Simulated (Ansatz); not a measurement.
Geometry optimisation, RKS PBE0-D4/STO-3G in Ansatz.

input.yaml

```yaml
crystal:
  periodic: [false, false, false]
  atoms:
    - { symbol: O, position_ang: [1.9197, 0.0055, -0.1494] }
    - { symbol: C, position_ang: [0.7089, -0.6879, -0.4377] }
    - { symbol: Al, position_ang: [-0.9453, 0.3563, 0.0707] }
    - { symbol: O, position_ang: [-0.73469, 2.01571, 0.66171] }
    - { symbol: Cl, position_ang: [-2.92358, -0.54424, -0.2528] }
    - { symbol: H, position_ang: [1.941, 0.7576, -0.8715] }
    - { symbol: H, position_ang: [0.7558, -1.6197, 0.161] }
    - { symbol: H, position_ang: [0.7007, -0.9336, -1.5228] }
    - { symbol: H, position_ang: [-0.77443, 2.67279, -0.1043] }
basis:
  gaussian: { orbitals: STO-3G }
hamiltonian:
  xc: pbe0
  dispersion: d4
relax:
  f_tol: 0.015
  max_steps: 40
```

Run as:

```bash
$ ansatz run input.yaml --threads 1 --pin off --max-ram 2048MiB --backend cpu --events-out ev --progress --plain --runs-dir out
```

Task: Where does it end, and by what steps?

Result: It converged. Limits of this set-up: minimal basis. After 18 steps the energy has fallen by 0.822 eV; H9 moved furthest, 0.80 Å.

```csv
step,energy less start (eV),largest force component (eV/Å),accepted
0,0.0000,2.119,yes
1,-0.3942,0.869,yes
2,-0.4534,1.722,yes
3,-0.5241,1.839,yes
4,-0.7417,0.323,yes
5,-0.7573,0.257,yes
6,-0.8033,0.267,yes
7,-0.8114,0.137,yes
8,-0.8141,0.046,yes
9,-0.8153,0.039,yes
10,-0.7838,1.247,no
11,-0.8178,0.028,yes
12,-0.8192,0.099,yes
13,-0.8197,0.106,yes
14,-0.8205,0.081,yes
15,-0.8211,0.051,yes
16,-0.8216,0.030,yes
17,-0.8217,0.016,yes
18,-0.8217,0.007,yes
```

```xyz
9
Properties=species:S:1:pos:R:3
O 2.001 -0.235 0.028
C 0.716 -0.674 -0.535
Al -0.785 0.455 -0.116
O -0.607 2.129 -0.063
Cl -2.689 -0.307 0.280
H 2.170 0.633 -0.484
H 0.547 -1.681 -0.114
H 0.796 -0.827 -1.632
H -1.501 2.531 0.189
```

Whether the end is a true minimum wasn't checked by a vibrational analysis.

Run time: 100 s on 1 thread of Intel(R) Xeon(R) Processor @ 2.50GHz (Skylake/Cascade Lake), with other jobs on the host, peak memory 0.16 GiB.
